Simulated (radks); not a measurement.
Problem. Species: Sm4+. Configuration: [Xe] 4f4. All-electron calculation, non-relativistic Kohn-Sham, LDA (Slater exchange, Perdew-Wang correlation), spin-unpolarised, spherical densities, point nucleus; relativity is left out, which matters for an element this heavy. Program: a radial shooting solver on a logarithmic mesh with Libxc functionals. Some entries of the table are withheld. Estimate them.

orbital,occ.,eigenvalue (eV),<r^2> (bohr^2)
1s,2,-44058.89,0.0008019
2s,2,-7007.094,0.01280
2p,6,(1),0.009529
3s,2,-1573.012,0.08367
3p,6,-1419.273,0.07854
3d,10,-1131.841,0.06319
4s,2,-349.2935,0.4200
4p,6,-289.9545,0.4439
4d,10,-184.4069,0.5075
5s,2,-81.4566,2.233
5p,6,(2),2.691
4f,4,-56.8360,0.8257
5d,0,-37.8319,4.382
6s,0,-29.8018,10.03

Solution. 
(1) 2p eigenvalue (eV): -6659.324
(2) 5p eigenvalue (eV): -64.1450
